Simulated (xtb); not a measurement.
CH$_{3}$Cl$_{3}$Sn, charge +1, doublet, geometry from GFN2-xTB (such geometries of metal compounds can be far from the true shape) (a state made from the parent by changing its charge; the spin is typed, not shown lowest).

xtb was given this input:
```
$ xtb coord --gfn 2 --chrg 1 --uhf 1 --json

# file coord
$coord
     -4.5900487208      -0.6604887036       0.1986486716  c
     -0.2127159441      -0.0306089334       0.0092059520  sn
      1.3170116279      -2.6650303357      -3.1544708759  cl
      0.4236062615       4.2110875602      -0.9353566439  cl
      1.3986345306      -1.0943320084       3.9539665860  cl
     -4.7677455832      -2.6343582287       0.7220522769  h
     -5.2030696396       0.6658665807       1.6362422874  h
     -5.2203858803      -0.2174583063      -1.7008479796  h
$end
```

**Question.** What partial charges in atom order does GFN2-xTB (xtb 6.7.1) give?

**Answer.** C1 -0.11, Sn2 0.43, Cl3 0.07, Cl4 0.07, Cl5 0.07, H6 0.15, H7 0.15, H8 0.15

**Question.** Give the total energy at the level GFN2-xTB.

**Answer.** -19.0034 Eh
